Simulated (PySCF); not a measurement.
K(OH) (HKO), SMILES [K][OH]. Coordinates come from a PBE0-D3(BJ)/def2-TZVPD optimisation. The isomer is the one that the SMILES or the coordinates give; other isomers of the formula were not compared.

All values below come from PBE0-D3(BJ)/def2-TZVPD run with PySCF 2.14.0.

Harmonic wavenumbers (cm⁻¹): 346, 346, 444, 3951. Rotational constants (GHz): 8.101 (linear); symmetry number 1.

Task: Work out the zero-point energy and the ideal-gas rigid-rotor harmonic-oscillator thermochemistry at 298.15 K and 1 atm.

Result: ZPE = ½ Σ hcν = ½ × 5086 cm⁻¹ = 30.42 kJ/mol. H − E(el) = 41.73 kJ/mol. Entropy in J/(mol K): translation 158.97, rotation 63.54, vibration 13.33, total 235.85. G − E(el) = -28.59 kJ/mol. Cp = 48.11 J/(mol K).
